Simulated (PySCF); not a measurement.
pent-1-ene (C5H10), SMILES C=CCCC. Atoms are numbered in the order given.

```xyz
15

C     -2.3345    -0.1849    -0.1951
C     -1.0907     0.2177    -0.4702
C     -0.0860     0.6753     0.5496
C      1.1331    -0.2554     0.6936
C      1.9830    -0.3829    -0.5707
H     -2.7177    -0.1929     0.8312
H     -3.0182    -0.5178    -0.9810
H     -0.7560     0.2089    -1.5151
H     -0.5830     0.7762     1.5288
H      0.2755     1.6842     0.2737
H      0.7819    -1.2539     1.0072
H      1.7619     0.1235     1.5179
H      2.3371     0.6038    -0.9147
H      1.4189    -0.8401    -1.3990
H      2.8701    -1.0109    -0.3924
```
Charge 0, spin multiplicity 1.

The structure is a stationary point at B3LYP-D3(BJ)/def2-SVP. The values are those of a single conformer.

All values below come from PySCF with PBE/pcSseg-1.

GIAO shieldings, no solvent; atoms listed in one row are averaged. δ = σ(ref) − σ: ¹³C against TMS (σ = 182.0 ppm); ¹H against TMS (σ = 31.49 ppm), references at their B3LYP-D3(BJ)/def2-TZVP geometries, non-relativistic.

**Question.** Estimate the chemical shifts. (Estimate from the structure and the level; the computed values follow.)

**Answer.** 
```json
[
 {"nucleus": "¹³C", "atoms": "C2", "count": "1", "δ (ppm)": "148.7"},
 {"nucleus": "¹³C", "atoms": "C1", "count": "1", "δ (ppm)": "123.1"},
 {"nucleus": "¹³C", "atoms": "C3", "count": "1", "δ (ppm)": "44.2"},
 {"nucleus": "¹³C", "atoms": "C4", "count": "1", "δ (ppm)": "31.7"},
 {"nucleus": "¹³C", "atoms": "C5", "count": "1", "δ (ppm)": "16.8"},
 {"nucleus": "¹H", "atoms": "H8", "count": "1", "δ (ppm)": "6.66"},
 {"nucleus": "¹H", "atoms": "H6, H7", "count": "2", "δ (ppm)": "5.56"},
 {"nucleus": "¹H", "atoms": "H9, H10", "count": "2", "δ (ppm)": "2.41"},
 {"nucleus": "¹H", "atoms": "H12", "count": "1", "δ (ppm)": "1.94"},
 {"nucleus": "¹H", "atoms": "H11", "count": "1", "δ (ppm)": "1.62"},
 {"nucleus": "¹H", "atoms": "H13, H14, H15", "count": "3", "δ (ppm)": "1.33"}
]
```
